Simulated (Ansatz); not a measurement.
Ansatz (a program for electronic structure) input (HF/6-31G*):

Ansatz 0.2 input:
```yaml
crystal:
  periodic: [false, false, false]
  atoms:
    - {symbol: F, position_ang: [-1.16437105, -0.46156032, 0.18628403]}
    - {symbol: S, position_ang: [-0.00845167, 0.42884656, -0.24004550]}
    - {symbol: F, position_ang: [1.17937040, -0.43647136, 0.14858611]}
    - {symbol: H, position_ang: [0.00023262, 1.22074017, 0.82689665]}
basis:
  gaussian:
    orbitals: 6-31G*
hamiltonian:
  xc: {name: HF}
total_charge: 1
phonons: {temperatures: {t_min: 298.15, t_max: 298.15, t_step: 100}}
```

Output:

```
Functional definition: HF
integrals: 0.01 GiB planned
486 factors; integrals over basis functions are off by at most 3.9e-4 eV
mean field: 0.09 GiB planned
mean field evaluation 1: about -16228.4942 eV, gradient 5.3e1 eV
mean field evaluation 2: about -16228.5595 eV, gradient 5.3e1 eV
mean field evaluation 4: about -16233.3708 eV, gradient 2.3e0 eV
mean field evaluation 8: about -16233.4015 eV, gradient 2.1e-1 eV
mean field -16233.40188183 eV, -596.5665157622 hartree, gradient 2.0e-5 eV, S^2 0.000000; 0 other end points of the search recorded, 0 dependent functions left out
the calculation of the forces begins
reference -16233.40188183 eV, -596.5665157622 hartree; 17, 17 occupied and 34, 34 virtual orbitals, 486 factors
these checks for a lower state are left out or cut short: stability, starts, cluster_reference, orbital_swaps, neighbouring_geometries, increment
integrals: 0.01 GiB planned
486 factors; integrals over basis functions are off by at most 3.8e-4 eV
mean field: 0.09 GiB planned
mean field evaluation 16: about -16233.4018 eV, gradient 7.3e-5 eV
mean field -16233.40178705 eV, -596.5665122792 hartree, gradient 2.8e-6 eV, S^2 0.000000; 0 other end points of the search recorded, 0 dependent functions left out
the calculation of the forces begins
reference -16233.40178705 eV, -596.5665122792 hartree; 17, 17 occupied and 34, 34 virtual orbitals, 486 factors
these checks for a lower state are left out or cut short: stability, starts, cluster_reference, orbital_swaps, neighbouring_geometries, increment
integrals: 0.01 GiB planned
486 factors; integrals over basis functions are off by at most 3.9e-4 eV
mean field: 0.09 GiB planned
mean field -16233.40178519 eV, -596.5665122108 hartree, gradient 2.7e-6 eV, S^2 0.000000; 0 other end points of the search recorded, 0 dependent functions left out
the calculation of the forces begins
reference -16233.40178519 eV, -596.5665122108 hartree; 17, 17 occupied and 34, 34 virtual orbitals, 486 factors
these checks for a lower state are left out or cut short: stability, starts, cluster_reference, orbital_swaps, neighbouring_geometries, increment
integrals: 0.01 GiB planned
486 factors; integrals over basis functions are off by at most 3.8e-4 eV
mean field: 0.09 GiB planned
mean field -16233.40182089 eV, -596.5665135227 hartree, gradient 2.4e-6 eV, S^2 0.000000; 0 other end points of the search recorded, 0 dependent functions left out
the calculation of the forces begins
reference -16233.40182089 eV, -596.5665135227 hartree; 17, 17 occupied and 34, 34 virtual orbitals, 486 factors
these checks for a lower state are left out or cut short: stability, starts, cluster_reference, orbital_swaps, neighbouring_geometries, increment
integrals: 0.01 GiB planned
486 factors; integrals over basis functions are off by at most 3.9e-4 eV
mean field: 0.09 GiB planned
mean field evaluation 32: about -16233.2964 eV, gradient 4.7e-1 eV
mean field -16233.40181867 eV, -596.5665134412 hartree, gradient 2.4e-6 eV, S^2 0.000000; 0 other end points of the search recorded, 0 dependent functions left out
the calculation of the forces begins
reference -16233.40181867 eV, -596.5665134412 hartree; 17, 17 occupied and 34, 34 virtual orbitals, 486 factors
these checks for a lower state are left out or cut short: stability, starts, cluster_reference, orbital_swaps, neighbouring_geometries, increment
integrals: 0.01 GiB planned
486 factors; integrals over basis functions are off by at most 3.9e-4 eV
mean field: 0.09 GiB planned
mean field -16233.40186280 eV, -596.5665150628 hartree, gradient 1.5e-6 eV, S^2 0.000000; 0 other end points of the search recorded, 0 dependent functions left out
the calculation of the forces begins
reference -16233.40186280 eV, -596.5665150628 hartree; 17, 17 occupied and 34, 34 virtual orbitals, 486 factors
these checks for a lower state are left out or cut short: stability, starts, cluster_reference, orbital_swaps, neighbouring_geometries, increment
integrals: 0.01 GiB planned
486 factors; integrals over basis functions are off by at most 3.9e-4 eV
mean field: 0.09 GiB planned
mean field -16233.40186169 eV, -596.5665150221 hartree, gradient 1.3e-6 eV, S^2 0.000000; 0 other end points of the search recorded, 0 dependent functions left out
the calculation of the forces begins
reference -16233.40186169 eV, -596.5665150221 hartree; 17, 17 occupied and 34, 34 virtual orbitals, 486 factors
these checks for a lower state are left out or cut short: stability, starts, cluster_reference, orbital_swaps, neighbouring_geometries, increment
integrals: 0.01 GiB planned
486 factors; integrals over basis functions are off by at most 3.8e-4 eV
mean field: 0.09 GiB planned
mean field -16233.40174563 eV, -596.5665107571 hartree, gradient 2.1e-6 eV, S^2 0.000000; 0 other end points of the search recorded, 0 dependent functions left out
the calculation of the forces begins
reference -16233.40174563 eV, -596.5665107571 hartree; 17, 17 occupied and 34, 34 virtual orbitals, 486 factors
these checks for a lower state are left out or cut short: stability, starts, cluster_reference, orbital_swaps, neighbouring_geometries, increment
integrals: 0.01 GiB planned
486 factors; integrals over basis functions are off by at most 3.9e-4 eV
mean field: 0.09 GiB planned
mean field -16233.40175335 eV, -596.5665110407 hartree, gradient 2.6e-6 eV, S^2 0.000000; 0 other end points of the search recorded, 0 dependent functions left out
the calculation of the forces begins
reference -16233.40175335 eV, -596.5665110407 hartree; 17, 17 occupied and 34, 34 virtual orbitals, 486 factors
these checks for a lower state are left out or cut short: stability, starts, cluster_reference, orbital_swaps, neighbouring_geometries, increment
integrals: 0.01 GiB planned
486 factors; integrals over basis functions are off by at most 3.9e-4 eV
mean field: 0.09 GiB planned
mean field evaluation 64: about -16233.2960 eV, gradient 4.5e-1 eV
mean field -16233.40171428 eV, -596.5665096048 hartree, gradient 1.6e-6 eV, S^2 0.000000; 0 other end points of the search recorded, 0 dependent functions left out
the calculation of the forces begins
reference -16233.40171428 eV, -596.5665096048 hartree; 17, 17 occupied and 34, 34 virtual orbitals, 486 factors
these checks for a lower state are left out or cut short: stability, starts, cluster_reference, orbital_swaps, neighbouring_geometries, increment
integrals: 0.01 GiB planned
486 factors; integrals over basis functions are off by at most 3.9e-4 eV
mean field: 0.09 GiB planned
mean field -16233.40171234 eV, -596.5665095337 hartree, gradient 1.4e-6 eV, S^2 0.000000; 0 other end points of the search recorded, 0 dependent functions left out
the calculation of the forces begins
reference -16233.40171234 eV, -596.5665095337 hartree; 17, 17 occupied and 34, 34 virtual orbitals, 486 factors
these checks for a lower state are left out or cut short: stability, starts, cluster_reference, orbital_swaps, neighbouring_geometries, increment
integrals: 0.01 GiB planned
486 factors; integrals over basis functions are off by at most 3.9e-4 eV
mean field: 0.09 GiB planned
mean field -16233.40181625 eV, -596.5665133522 hartree, gradient 2.9e-6 eV, S^2 0.000000; 0 other end points of the search recorded, 0 dependent functions left out
the calculation of the forces begins
reference -16233.40181625 eV, -596.5665133522 hartree; 17, 17 occupied and 34, 34 virtual orbitals, 486 factors
these checks for a lower state are left out or cut short: stability, starts, cluster_reference, orbital_swaps, neighbouring_geometries, increment
integrals: 0.01 GiB planned
486 factors; integrals over basis functions are off by at most 3.8e-4 eV
mean field: 0.09 GiB planned
mean field -16233.40181099 eV, -596.5665131590 hartree, gradient 2.4e-6 eV, S^2 0.000000; 0 other end points of the search recorded, 0 dependent functions left out
the calculation of the forces begins
reference -16233.40181099 eV, -596.5665131590 hartree; 17, 17 occupied and 34, 34 virtual orbitals, 486 factors
these checks for a lower state are left out or cut short: stability, starts, cluster_reference, orbital_swaps, neighbouring_geometries, increment
integrals: 0.01 GiB planned
486 factors; integrals over basis functions are off by at most 3.8e-4 eV
mean field: 0.09 GiB planned
mean field -16233.40185266 eV, -596.5665146902 hartree, gradient 2.8e-6 eV, S^2 0.000000; 0 other end points of the search recorded, 0 dependent functions left out
the calculation of the forces begins
reference -16233.40185266 eV, -596.5665146902 hartree; 17, 17 occupied and 34, 34 virtual orbitals, 486 factors
these checks for a lower state are left out or cut short: stability, starts, cluster_reference, orbital_swaps, neighbouring_geometries, increment
integrals: 0.01 GiB planned
486 factors; integrals over basis functions are off by at most 3.9e-4 eV
mean field: 0.09 GiB planned
mean field evaluation 96: about -16233.2964 eV, gradient 4.4e-1 eV
mean field -16233.40185254 eV, -596.5665146859 hartree, gradient 9.1e-7 eV, S^2 0.000000; 0 other end points of the search recorded, 0 dependent functions left out
the calculation of the forces begins
reference -16233.40185254 eV, -596.5665146859 hartree; 17, 17 occupied and 34, 34 virtual orbitals, 486 factors
Total energy: -16233.40188183 eV, -596.5665157622 hartree
Atom 0 at    -1.164371    -0.461560     0.186284 Å, force     0.000484     0.000477     0.000233 eV/Å
Atom 1 at    -0.008452     0.428847    -0.240045 Å, force    -0.000014    -0.000910    -0.001454 eV/Å
Atom 2 at     1.179370    -0.436471     0.148586 Å, force    -0.000486     0.000467     0.000249 eV/Å
Atom 3 at     0.000233     1.220740     0.826897 Å, force     0.000016    -0.000034     0.000972 eV/Å
Dipole moment:    -0.007754     0.694860    -0.019649 e Å
Vibrations: 414.53 1028.84 1064.02 1186.11 1193.82 2939.14 cm⁻¹, zero-point energy 0.485178 eV
```

The blocks after the first are displaced geometries, from whose forces the wavenumbers follow.

The dipole moment of an ion depends on the origin.
